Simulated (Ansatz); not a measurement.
Cost and result up the ladder for (H2B-mu-PH2)2 (B2P2H8) (12 atoms). Total charge 0; singlet. Geometry: PBE-D4/def2-SVP.

```tsv
atom	x (Å)	y (Å)	z (Å)
B1	-0.3383	-0.1055	1.3986
H2	0.1474	0.6315	2.2432
H3	-1.1275	-0.9334	1.8276
P4	1.0238	-0.8864	0.1807
B5	0.3424	0.1106	-1.3972
H6	-0.1333	-0.6175	-2.2549
H7	1.1341	0.9450	-1.8088
P8	-1.0274	0.8819	-0.1820
H9	1.0292	-2.3105	0.0721
H10	2.3899	-0.6603	0.5307
H11	-2.3905	0.6386	-0.5325
H12	-1.0499	2.3061	-0.0774
```

Ansatz on 4 threads of Intel Xeon on a shared host. Times are rough, and most runs start from the orbitals of an earlier one. CAM-B3LYP-D4/def2-TZVP serves as the yardstick here, not as an exact answer. Differences are given only for rows in sets of like size (and for xTB, whose basis is part of the method), since another set adds its own error. Binding counts from free atoms at the same level (B doublet, H doublet, P quartet; other spins of the atoms weren't run), without zero-point energy or a counterpoise term.

LC-ωPBE has ω = 0.4 bohr⁻¹. Correlated methods freeze 12 core orbitals.

Correlated methods converge slowly with the basis.

| level | functions | wall time | binding energy per atom (eV) | difference from CAM-B3LYP-D4/def2-TZVP (eV) |
| --- | --- | --- | --- | --- |
| PBE-D4/def2-SVP | 104 | 0.81 s | 3.23 | – |
| PBE0-D4/def2-SVP | 104 | 0.96 s | 3.21 | – |
| HF/def2-TZVP | 184 | 1.3 s | 2.36 | -0.86 |
| PBE-D4/def2-TZVP | 184 | 1.4 s | 3.23 | 0.02 |
| revPBE-D4/def2-TZVP | 184 | 1.5 s | 3.18 | -0.03 |
| LC-ωPBE/def2-TZVP | 184 | 1.8 s | 3.17 | -0.04 |
| MP2/def2-TZVP | 184 | 2.2 s | 3.02 | -0.19 |
| BHLYP-D4/def2-TZVP | 184 | 2.2 s | 3.16 | -0.05 |
| r2SCAN-D4/def2-TZVP | 184 | 2.3 s | 3.21 | 0.00 |
| CAM-B3LYP-D4/def2-TZVP | 184 | 2.5 s | 3.21 | 0.00 |
| PBE0-D4/def2-TZVP (with forces) | 184 | 3.1 s | 3.21 | -0.01 |
| CCSD(T)/def2-TZVPP | 258 | 3.1 min | 3.09 | -0.13 |
